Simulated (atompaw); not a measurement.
**Reading a pseudo-wave (Ba)**

Columns: radius, all-electron u(r) and pseudo u(r) of the 6p shell (level -1.24 eV) of barium in the configuration [Kr] 4d10 5s2 5p6 5d0 6s2 6p0; PBE, scalar-relativistic, PAW (atompaw) scheme, atompaw 4.2.0.5.

| r (bohr) | all-electron | pseudo |
| --- | --- | --- |
| 0.115 | -0.0045 | -0.0079 |
| 0.231 | -0.0680 | -0.0310 |
| 0.346 | 0.0115 | -0.0671 |
| 0.462 | 0.0888 | -0.1135 |
| 0.577 | 0.1064 | -0.1656 |
| 0.692 | 0.0747 | -0.2193 |
| 0.808 | 0.0177 | -0.2706 |
| 0.923 | -0.0437 | -0.3145 |
| 1.038 | -0.0981 | -0.3482 |
| 1.154 | -0.1405 | -0.3694 |
| 1.269 | -0.1685 | -0.3763 |
| 1.385 | -0.1831 | -0.3690 |
| 1.500 | -0.1854 | -0.3485 |
| 1.615 | -0.1777 | -0.3168 |
| 1.731 | -0.1615 | -0.2758 |
| 1.846 | -0.1392 | -0.2293 |
| 1.962 | -0.1119 | -0.1791 |
| 2.077 | -0.0817 | -0.1287 |
| 2.192 | -0.0494 | -0.0799 |
| 2.308 | -0.0158 | -0.0335 |
| 2.423 | 0.0178 | 0.0088 |
| 2.538 | 0.0511 | 0.0474 |
| 2.654 | 0.0841 | 0.0830 |
| 2.769 | 0.1157 | 0.1155 |
| 2.885 | 0.1463 | 0.1463 |
| 3.000 | 0.1753 | 0.1753 |

**Question.** How many radial nodes do the two functions have?

**Answer.** The all-electron 6p function has n − l − 1 = 4 (the table is too coarse to show those close to the nucleus); the pseudo-wave has 1, since 1 lower shell of the same l stays in the valence.

**Question.** Is the pseudo-wave norm-conserving?

**Answer.** No, it belongs to a PAW set: the norm inside the radius is not constrained, and the difference is carried by the augmentation charge.
